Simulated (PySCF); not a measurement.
Work out the structure from these simulated measurements.

Elements present: C, H, O and S. Monoisotopic mass: 150.0139 u.

| Quantity | Value |
| --- | --- |
| Triplet | lowest triplet excitation (Tamm–Dancoff): 3.02 eV [TDA CAM-B3LYP/def2-SVPD] |
| NMR, other nuclei | isotropic shieldings of nuclei other than C and H, by class: 44 (1 O), 318 (1 S) ppm [GIAO KT3/pcSseg-1] |
| Valence photoelectron | vertical ionisation energy: 7.90 eV [ΔSCF CAM-B3LYP/def2-SVPD] |
| UV, first state | lowest singlet excitation: 4.65 eV (267 nm, f = 0.249) [TDDFT CAM-B3LYP/def2-SVPD] |
| 1H NMR | chemical shifts (computed TMS as zero) by class: 7.66 (1 H), 7.21 (1 H), 7.02 (1 H), 6.83 (1 H), 6.68 (1 H), 6.62 (1 H) ppm [GIAO KT3/pcSseg-1] |
| Polarisability | 112.3 au [CAM-B3LYP/def2-SVPD] |
| Rotational structure | rotational constants A, B, C: 3.456, 0.735, 0.606 GHz [PBE0-D3(BJ)/def2-SVP] |
| Dipole | 1.05 D [CAM-B3LYP/def2-SVPD] |
| 13C NMR | chemical shifts (computed TMS as zero) by class: 134.8 (1 C), 129.9 (1 C), 129.9 (1 C), 119.8 (1 C), 116.6 (1 C), 116.2 (1 C), 115.3 (1 C), 102.7 (1 C) ppm [GIAO KT3/pcSseg-1] |

Gas-phase values; electronic properties from PySCF, density fitting. Levels stand in brackets. Geometry: PBE0-D3(BJ)/def2-SVP, one conformer, isolated molecule. NMR classes are plain means over equivalent atoms (diastereotopic ones count apart unless rotation or inversion swaps them), as if these changed places fast.

**Question.** Which formula fits the mass and the elements?

**Answer.** C8H6OS (calculated 150.0139). No other formula that holds each of these elements comes within 0.0003 u with a fitting electron parity and a possible valence count.

**Question.** Give a SMILES that accounts for the data.

**Answer.** Numbering: `[cH:1]1[cH:2][s:3][c:4](-[c:5]2[cH:6][cH:7][o:8][cH:9]2)[cH:10]1`. Its formula, C8H6OS, gives 6 degrees of unsaturation: 2 rings and 4 π bonds in the structure found (Kekulé form). 8 carbons fall into 8 classes; from least to most shielded: aromatic CH next to a ring oxygen [C7] (134.8 ppm), aromatic CH next to a ring oxygen [C9] (129.9 ppm), substituted aromatic carbon [C4] (129.9 ppm), aromatic CH carbon [C1] (119.8 ppm), substituted aromatic carbon [C5] (116.6 ppm), aromatic CH next to a ring sulfur [C2] (116.2 ppm), aromatic CH carbon [C10] (115.3 ppm), aromatic CH carbon [C6] (102.7 ppm). Hydrogen classes from least to most shielded: 1 H on an aromatic CH next to a ring oxygen, C9 (7.66 ppm), 1 H on an aromatic CH next to a ring oxygen, C7 (7.21 ppm), 1 H on an aromatic CH carbon, C10 (7.02 ppm), 1 H on an aromatic CH carbon, C1 (6.83 ppm), 1 H on an aromatic CH next to a ring sulfur, C2 (6.68 ppm), 1 H on an aromatic CH carbon, C6 (6.62 ppm). The other shieldings belong to: 44 ppm, furan-type oxygen [O8]; 318 ppm, thiophene-type sulfur [S3]. The first electron is taken from the HOMO, whose largest Löwdin shares are 0.17 on an aromatic CH next to a ring oxygen, 0.16 on the aromatic CH next to a ring sulfur, 0.14 on a substituted aromatic carbon and 0.12 on a substituted aromatic carbon. The optimised geometry has point group Cs and is an asymmetric top. Structure: `c1csc(-c2ccoc2)c1`. The assignments are read from this structure; whether some other isomer fits the data as well wasn't checked.

Shape of the structure used: `[cH:1]1[cH:2][s:3][c:4](-[c:5]2[cH:6][cH:7][o:8][cH:9]2)[cH:10]1`: S3–C4–C5–C6 180°.
